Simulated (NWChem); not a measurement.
# SbClF₂; SMILES [F][Sb]([F])[Cl]

```xyz
4

Sb     0.2915     0.3546     0.0000
F     -0.9319     0.8098    -1.4113
F     -0.9319     0.8098     1.4113
Cl    -0.1319    -1.9604     0.0000
```
Atoms are numbered in this order, from 1.

Level: PBE0/def2-SVP with def2 effective core potentials on Sb (NWChem), optimised geometry, unscaled harmonic frequencies. def2 effective core potentials on Sb; no spin-orbit coupling.

**Question.** List the harmonic frequencies with IR intensities, and the thermochemistry.

**Answer.** 
```tsv
frequency (cm⁻¹)	IR intensity (km/mol)
151	1.7
175	8.8
216	15.2
387	65.9
650	75.8
657	66.5
```

```
Property                                                                           Result
-----------------------------------------------------------------------  ----------------
zero-point energy                                                            3.2 kcal/mol
thermal correction to the enthalpy at 298.15 K (with zero-point energy)      7.0 kcal/mol
heat capacity Cv                                                         14.9 cal/(mol K)
entropy at 298.15 K and 1 atm (symmetry number 1)                        77.6 cal/(mol K)
```

Rigid rotor and harmonic oscillator.
